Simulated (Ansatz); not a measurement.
Consider the isomerisation: `C[SiH]1[SiH2]B1[SiH3]` → `C[SiH2][SiH]1B[SiH2]1`.

Gas-phase electronic energies from Ansatz, PBE0-D4/def2-TZVP geometries. CCSD(T)/CBS is the MP2 limit (def2-TZVPP, def2-QZVPP) plus CCSD(T) − MP2 in def2-TZVPP, frozen cores. DFT in def2-TZVPP. B3LYP here is the variant with VWN-RPA as its local correlation; programs differ in this. One conformer a species, not always the lowest.

| level | ΔE (kJ/mol) | difference from CCSD(T)/CBS |
| --- | --- | --- |
| PBE-D4 | 0.9 | -3.6 |
| r2SCAN-D4 | 3.0 | -1.5 |
| B3LYP-D4 | 6.4 | 1.9 |
| ωB97M-V | 6.2 | 1.7 |
| B2PLYP | 7.8 | 3.3 |
| r2SCAN | 3.0 | -1.5 |
| PBE0 | 1.3 | -3.2 |
| B3LYP | 5.5 | 1.0 |
| HF/def2-TZVPP | 7.6 | 3.1 |
| MP2/def2-TZVPP | 13.8 | 9.3 |
| SCS-MP2/def2-TZVPP | 13.1 | 8.6 |
| CCSD/def2-TZVPP | 6.3 | 1.8 |
| MP2/def2-QZVPP | 12.8 | 8.3 |
| SCS-MP2/def2-QZVPP | 12.1 | 7.6 |
| HF/CBS(def2) | 7.8 | 3.3 |
| CCSD/CBS(def2) | 4.4 | -0.1 |
| CCSD(T)/CBS | 4.5 | 0 |

Largest T1 diagnostic among the species: 0.015.
